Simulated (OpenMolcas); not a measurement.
**V2+, Nb2+, Ta2+: d3 down the group**

| Quantity | Value |
| --- | --- |
| Program | OpenMolcas |
| Method | SS-CASPT2, IPEA 0.25 Eh, imaginary shift 0.1 Eh |
| Basis | ANO-RCC-VTZP |
| Scalar Hamiltonian | DKH2, point nucleus |
| Spin-orbit coupling | RASSI with atomic mean-field integrals over the reference wave functions, term energies averaged over their components |

Active space for each ion: 3 electrons in 10 orbitals (d d); closed shells correlated by CASPT2: V2+ 3s 3p; Nb2+ 4s 4p; Ta2+ 5s 5p.

Computed levels in cm-1 above 4F 3/2:

```
                               Level    V2+   Nb2+   Ta2+
                              4F 5/2    156    521   2570
                              4F 7/2    369   1190   5040
                              4F 9/2    637   1967   7180
                              4P 1/2  11890   8740   9910
                              4P 3/2  11960   8610  15270
                              2G 7/2  12140   9580  12510
                              4P 5/2  12150   9870  14540
                              2P 1/2  15660  10280  15000
                           2D 5/2(1)  16950  13760  18720
weight of 4F in the lowest level (%)    100     99     89
```

Mixed levels, with the weight of the term that names them: Nb2+ 4P 1/2 (73 %), Nb2+ 4P 3/2 (62 %), Nb2+ 2P 1/2 (73 %), Ta2+ 4P 1/2 (52 %), Ta2+ 4P 3/2 (50 %), Ta2+ 2P 1/2 (52 %).

Measured, with the error of the calculation in %. Measured levels: V2+ from Sugar and Corliss, J. Phys. Chem. Ref. Data 7, 1191 (1978); Nb2+ from the list in Shadmi, J. Res. Natl. Bur. Stand. 70A, 435 (1966).

```tsv
Level	V2+	Nb2+
4F 5/2	146 (+7.0)	516 (+0.9)
4F 7/2	342 (+8.2)	1177 (+1.2)
4F 9/2	584 (+9.2)	1939 (+1.5)
4P 1/2	11514 (+3.3)	8664 (+0.9)
4P 3/2	11592 (+3.2)	8608 (0)
2G 7/2	11966 (+1.5)	9236 (+3.7)
4P 5/2	11770 (+3.2)	9594 (+2.9)
2P 1/2	15580 (+0.5)	
2D 5/2(1)	16375 (+3.5)	13094 (+5.1)
```

The fine-structure level 4F 9/2 changes by a factor of 11.3 from V2+ to Ta2+.

Without spin-orbit coupling 4P lies 11690, 8420, 8610 cm-1 above 4F in that order; the difference to the level 4P 1/2, of either sign, comes from spin-orbit coupling, which also lowers the zero.

CASPT2 does not keep the components of a term degenerate, so their means are used; among the terms shown or strongly mixed into the levels shown the widest spread is 640 cm-1 (3d3 4F, V2+). Active for correlation alone: 4d; no level in the range computed is led by a configuration that fills it, so any true level of that kind is missing (holds for V2+). Active for correlation alone: 5d; no level in the range computed is led by a configuration that fills it, so any true level of that kind is missing (holds for Nb2+). Active for correlation alone: 6d; no level in the range computed is led by a configuration that fills it, so any true level of that kind is missing (holds for Ta2+). The CASPT2 spread within a term exceeds the gap to the next term for 5d3 2P and 5d3 2G, so the order of their levels is uncertain (holds for Ta2+). Measured partners are found by configuration, term and J. A level has none where our copy of the source lacks it or the pairing is in doubt (some pairs that miss far off the trend of their configuration count as doubtful), and it then counts in no deviation. Levels of configurations outside the active space are missing.

A number in round brackets counts repeated terms of one configuration in the order of the reference energies.
